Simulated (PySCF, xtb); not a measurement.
C2H7NOSi2, SMILES C1([SiH2]O[SiH2]N=1)C.

Harmonic wavenumbers (cm⁻¹) from xtb 6.7.1 with GFN2-xTB at its own minimum, in rising order: 115, 136, 184, 271, 341, 381, 475, 497, 525, 556, 571, 586, 608, 639, 738, 767, 790, 838, 929, 976, 1027, 1179, 1370, 1455, 1459, 1645, 2311, 2322, 2357, 2371, 3005, 3017, 3036.

**Question.** What does B3LYP-D3(BJ)/def2-SVP (PySCF) give at its own minimum? (The exact figures need the calculation; the answer reports its results.)

**Answer.** 120, 146, 195, 280, 352, 422, 463, 550, 625, 682, 696, 700, 703, 757, 798, 925, 955, 970, 999, 1005, 1005, 1178, 1371, 1431, 1445, 1665, 2229, 2230, 2257, 2260, 3016, 3086, 3136. Paired by order, the mean absolute difference is 63 cm⁻¹ and the zero-point energies are 53.6 and 55.3 kcal/mol.
